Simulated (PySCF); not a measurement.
# A small calculation by hand: chemical shift, span and skew from a shielding tensor

CH6ClFSi2, SMILES F[Si@H](Cl)C[SiH3]. Atoms are numbered in the order given.

```xyz
11

F      1.7601    -0.6744     0.7575
Si     0.9293    -0.1550    -0.5330
Cl     0.5066     1.8375    -0.2287
C     -0.6408    -1.1218    -0.6618
Si    -1.9366    -0.7728     0.6724
H      1.8241    -0.2649    -1.7102
H     -1.0946    -0.9317    -1.6498
H     -0.3728    -2.1927    -0.6308
H     -2.9926    -1.8287     0.6229
H     -2.5703     0.5563     0.4372
H     -1.3001    -0.7866     2.0223
```
Charge 0, spin multiplicity 1.

Coordinates come from a PBE0-D3(BJ)/def2-SVP optimisation. The structure was generated by enumeration; whether it is a known compound was not checked. One conformer was computed; it need not be the lowest.

GIAO shieldings from B3LYP/pcSseg-1 in PySCF, non-relativistic, no solvent. The symmetric part of the tensor of F1 has the principal values 264.6, 332.1, 379.4 ppm. The same nucleus in CFCl3 has σ = 161.7 ppm at this level (PySCF, at its B3LYP-D3(BJ)/def2-TZVP geometry). Without spin–orbit terms, shifts of atoms bonded to Cl or Br come out too high.

**Question.** Work out the isotropic shielding, the ¹⁹F shift against CFCl3, the span and the skew.

**Answer.** 
σ(iso) = (σ11 + σ22 + σ33)/3 = 325.4 ppm. δ = σ(ref) − σ(iso) = 161.7 − (325.4) = -163.7 ppm.
Span Ω = σ33 − σ11 = 114.8 ppm. Skew κ = 3(σ(iso) − σ22)/Ω = -0.18. Tumbling in solution averages the tensor to δ; in a static solid the shielding alone would spread this spin-1/2 line over Ω.
